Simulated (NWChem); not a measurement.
System: C2H3BF2O; SMILES FB(F)OC=C

Parts of the log:

```
             Northwest Computational Chemistry Package (NWChem) 7.3.0
             --------------------------------------------------------

                             Geometry "geometry" -> ""
                             -------------------------

 Output coordinates in angstroms (scale by  1.889725989 to convert to a.u.)

  No.       Tag          Charge          X              Y              Z
 ---- ---------------- ---------- -------------- -------------- --------------
    1 C                    6.0000     0.51984200    -2.12522200    -0.12288900
    2 C                    6.0000    -0.64162900    -1.49918800     0.12342100
    3 O                    8.0000    -0.88012400    -0.14484500     0.17286400
    4 B                    5.0000    -0.01044800     0.88490700    -0.01366200
    5 F                    9.0000    -0.48573400     2.12142900     0.08658100
    6 F                    9.0000     1.28588100     0.72546700    -0.29009900
    7 H                    1.0000     1.45992400    -1.59517400    -0.32330800
    8 H                    1.0000     0.52565900    -3.22402000    -0.12317000
    9 H                    1.0000    -1.57368400    -2.05216200     0.32205800

 Effective nuclear repulsion energy (a.u.)     219.4944602896

  xc_inp: hfexch multiplicative factor not found.

                                 NWChem DFT Module
                                 -----------------

 Summary of "ao basis" -> "ao basis" (spherical)
 ------------------------------------------------------------------------------
       Tag                 Description            Shells   Functions and Types
 ---------------- ------------------------------  ------  ---------------------
 C                           6-31g*                  6       14   3s2p1d
 O                           6-31g*                  6       14   3s2p1d
 B                           6-31g*                  6       14   3s2p1d
 F                           6-31g*                  6       14   3s2p1d
 H                           6-31g*                  2        2   2s

            General Information
            -------------------
          SCF calculation type: DFT
          Wavefunction type:  closed shell.
          No. of atoms     :     9
          No. of electrons :    46
           Alpha electrons :    23
            Beta electrons :    23
          Charge           :     0
          Spin multiplicity:     1
          Use of symmetry is: off; symmetry adaption is: off
          Maximum number of iterations: 150
          AO basis - number of functions:    90
                     number of shells:    42
          Convergence on energy requested:  1.00D-06
          Convergence on density requested:  1.00D-05
          Convergence on gradient requested:  5.00D-04

              XC Information
              --------------
                     Hartree-Fock (Exact) Exchange  1.000

      Superposition of Atomic Density Guess
      -------------------------------------

 Sum of atomic energies:        -374.84031068

      Non-variational initial energy
      ------------------------------

 Total energy =    -377.171439
 1-e energy   =    -952.713208
 2-e energy   =     356.047309
 HOMO         =      -0.274415
 LUMO         =       0.051727

     ---------------------------------------------
      Total Density - Mulliken Population Analysis
     ---------------------------------------------

    Atom       Charge   Shell Charges
 -----------   ------   -------------------------------------------------------
    1 C    6     6.67   2.00  0.74  2.03  0.63  1.24  0.03
    2 C    6     5.68   2.00  0.71  1.67  0.49  0.76  0.06
    3 O    8     8.64   2.00  0.91  3.05  0.86  1.80  0.02
    4 B    5     3.71   2.00  0.44  0.86  0.14  0.11  0.16
    5 F    9     9.48   2.00  0.95  3.45  0.98  2.10  0.01
    6 F    9     9.48   2.00  0.95  3.44  0.98  2.10  0.01
    7 H    1     0.77   0.46  0.31
    8 H    1     0.76   0.45  0.31
    9 H    1     0.81   0.47  0.34

[...]

                     NWChem Electrostatic Potential Fit Module
                     -----------------------------------------

 Atom parameters

 Number of atoms is                                    9
 Number of basis functions is                         90

 Grid parameters

 Maximum number of grid points is                  37095
 Number of grid points is                          37094
 Grid range                                     0.300000 nm
 Grid spacing                                   0.020000 nm
 Probe radius                                   0.070000 nm
 Atom radius factor                             1.000000

 Atomic radii

    1    0.100000
    5    0.158000
    6    0.147000
    8    0.136000
    9    0.128000
 FASTESP  F
  using M.O. file = ./job.movecs

    Atom              Coordinates                           Charge

                                                  ESP

    1 C     0.051984   -0.212522   -0.012289   -0.613590
    2 C    -0.064163   -0.149919    0.012342    0.278284
    3 O    -0.088012   -0.014485    0.017286   -0.558525
    4 B    -0.001045    0.088491   -0.001366    1.127357
    5 F    -0.048573    0.212143    0.008658   -0.400765
    6 F     0.128588    0.072547   -0.029010   -0.390736
    7 H     0.145992   -0.159517   -0.032331    0.261271
    8 H     0.052566   -0.322402   -0.012317    0.196172
    9 H    -0.157368   -0.205216    0.032206    0.100531
                                            ------------
                                                0.000000

 Dipole moment                                  0.801018

 Quadrupole moment Qxx                         -1.269599
                   Qyy                         -1.186983
                   Qzz                          2.456582

 RMS deviation kJ/mol                           0.060538

 RRMS %                                        32.276582
```

Level: Hartree-Fock/6-31G* (spherical d). Structure relaxed at the PBE-D3(BJ)/def2-SVP level.

Question: Reconstruct the input file.

Answer: One answer among several that fit: the input that was run:
```
start job
memory heap 200 mb stack 900 mb global 1100 mb
geometry units angstroms noautosym nocenter noautoz
  C      0.519842    -2.125222    -0.122889
  C     -0.641629    -1.499188     0.123421
  O     -0.880124    -0.144845     0.172864
  B     -0.010448     0.884907    -0.013662
  F     -0.485734     2.121429     0.086581
  F      1.285881     0.725467    -0.290099
  H      1.459924    -1.595174    -0.323308
  H      0.525659    -3.224020    -0.123170
  H     -1.573684    -2.052162     0.322058
end
basis spherical
  * library 6-31g*
end
dft
  xc hfexch
  iterations 150
  mulliken
end
task dft energy
esp
  recalculate
  probe 0.07
  range 0.3
  factor 1.0
  spacing 0.02
end
task esp
```
